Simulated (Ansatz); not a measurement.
Relaxation of C2H4AlF (8 atoms, charge 0, multiplicity 1), to a largest force component of 0.015 eV/Å in at most 40 steps.

Level of theory: RHF/def2-SVP in Ansatz 0.2.0.

```xyz
8
Properties=species:S:1:pos:R:3
F -0.457 2.542 0.234
C -0.162 1.359 -0.254
C -0.256 0.296 0.530
Al 0.344 -1.493 -0.106
H 0.172 1.262 -1.301
H -0.554 0.418 1.570
H 0.788 -1.700 -1.605
H 0.217 -2.741 0.875
```

Task: Where does it end, and by what steps?

Result: The run converged. The force dipped under the threshold on the way, but the program's further checks kept it going. After 7 steps the energy has fallen by 0.166 eV; F1 moved furthest, 0.08 Å.

```json
{"step": "0", "energy less start (eV)": "0.0000", "largest force component (eV/Å)": "1.422", "accepted": "yes"}
{"step": "1", "energy less start (eV)": "-0.1090", "largest force component (eV/Å)": "0.673", "accepted": "yes"}
{"step": "2", "energy less start (eV)": "-0.1264", "largest force component (eV/Å)": "0.880", "accepted": "yes"}
{"step": "3", "energy less start (eV)": "-0.1544", "largest force component (eV/Å)": "0.576", "accepted": "yes"}
{"step": "4", "energy less start (eV)": "-0.1658", "largest force component (eV/Å)": "0.061", "accepted": "yes"}
{"step": "5", "energy less start (eV)": "-0.1662", "largest force component (eV/Å)": "0.025", "accepted": "yes"}
{"step": "6", "energy less start (eV)": "-0.1664", "largest force component (eV/Å)": "0.013", "accepted": "yes"}
{"step": "7", "energy less start (eV)": "-0.1665", "largest force component (eV/Å)": "0.012", "accepted": "yes"}
```

```xyz
8
Properties=species:S:1:pos:R:3
F -0.478 2.531 0.157
C -0.147 1.317 -0.237
C -0.204 0.253 0.549
Al 0.298 -1.512 -0.091
H 0.170 1.322 -1.273
H -0.549 0.445 1.563
H 0.780 -1.648 -1.591
H 0.223 -2.765 0.866
```

Time of the run: 9.7 s on 1 thread of AMD EPYC 7R43 64-Core Processor (Zen 3) (shared host), peak memory 0.15 GiB.
